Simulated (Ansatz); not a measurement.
Saddle point of BH4BrO3, closed shell (BH₃O₃ ([OH][B]([OH])[OH]) + HBr → BH₂BrO₂ ([OH][B]([OH])[Br]) + H₂O; bonds formed: B1–Br6, O2–H5; bonds broken: B1–O2, H5–Br6), PBE0-D4/def2-TZVP structure:

B1  (0.014, -0.328, -0.207)
O2  (0.169, 1.169, -0.520)
O3  (1.125, -1.098, -0.165)
O4  (-1.185, -0.750, -0.673)
H5  (0.138, 1.463, 0.489)
Br6  (-0.115, 0.540, 2.183)
H7  (-0.641, 1.482, -0.952)
H8  (1.799, -0.779, 0.440)
H9  (-1.304, -1.700, -0.597)
(Å)

Energies are electronic, without zero-point energy. Barriers and step energies count from the start structure reached by relaxing down the imaginary mode; all methods use the PBE0-D4 structures, on which another method's saddle can fall below an end. Computed with Ansatz 0.2.0 (basis: def2-TZVPP, with def2-QZVPP for the basis limit); correlated methods freeze the cores. Filled d shells of the heavier atoms are correlated. The def2 sets are not built for correlating such inner shells, so the correlated values are less sure here. B3LYP uses VWN-RPA correlation. Extrapolation: Hartree–Fock as exp(−7.88 √X), correlation as X^−2.97.

```csv
method,barrier (kcal/mol),step energy (kcal/mol)
SPW92,16.60,17.15
PBE-D4,20.68,12.75
BLYP-D4,?,13.79
r2SCAN-D4,?,13.88
B97M-V,25.54,14.25
PBE0-D4,21.84,13.08
B3LYP-D4,24.80,14.17
r2SCAN0-D4,?,13.99
BHLYP-D4,26.20,14.75
CAM-B3LYP-D4,25.61,15.42
wB97X-V,24.29,13.29
wB97M-V,22.97,13.40
B2PLYP,25.54,13.69
PBE-QIDH,23.09,13.04
RPA on PBE,26.47,12.26
HF,31.04,14.25
MP2,24.21,12.17
CCSD,27.02,13.32
CCSD(T),25.62,13.07
```

(1) Fill in the withheld barriers. (To be estimated.)

The T1 diagnostic stays at or below 0.011.

## Answers

(1) By the calculation: r2SCAN0-D4 22.13; BLYP-D4 24.02; r2SCAN-D4 21.40 kcal/mol. Each is the energy of the saddle less that of the start structure, by the same method.

For comparison, the barrier by CCSD(T) at an estimated basis limit (MP2 extrapolated from triple and quadruple zeta, plus CCSD(T) − MP2 in triple zeta) is 24.97 kcal/mol.

Labels in which every atom is bracketed show which atoms are joined, not bond orders.

For scale, one of the runs: CCSD(T)/def2-TZVPP, 228 basis functions, launched by `ansatz run in.yaml --threads 8 --pin off --events-out ev --progress --plain --max-ram 19148MiB`. The run took 2.1 min on 8 CPU threads of an Arm Neoverse V1 (shared host), with 4.4 GiB of host memory at its peak.
